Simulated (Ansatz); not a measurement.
SiH2 (SMILES [SiH2]), charge 0, multiplicity 1, relaxed at each level with Ansatz (a program for electronic structure); harmonic frequencies from differences of analytic forces, average atomic masses, frozen cores.

```csv
mode,PBE/def2-TZVPP (cm⁻¹),r2SCAN/def2-TZVPP (cm⁻¹),wB97X-V/def2-TZVPP (cm⁻¹),MP2/cc-pV(T+d)Z (cm⁻¹),CCSD(T)/cc-pV(D+d)Z (cm⁻¹),CCSD(T)/cc-pV(Q+d)Z (cm⁻¹)
1,974,1011,1034,1051,1036,(withheld)
2,1973,2039,2086,2116,2065,(withheld)
3,1978,2042,2088,2119,2067,(withheld)
```

Q: Modes are in rising order at each level. What belongs in the gaps?

A: 
- 3, CCSD(T)/cc-pV(Q+d)Z (cm⁻¹): 2077
- 1, CCSD(T)/cc-pV(Q+d)Z (cm⁻¹): 1022
- 2, CCSD(T)/cc-pV(Q+d)Z (cm⁻¹): 2075

Doubts at one or more of the structures used: a restricted determinant that unrestricted orbitals would lower (MP2/cc-pV(T+d)Z, CCSD(T)/cc-pV(D+d)Z, CCSD(T)/cc-pV(Q+d)Z).
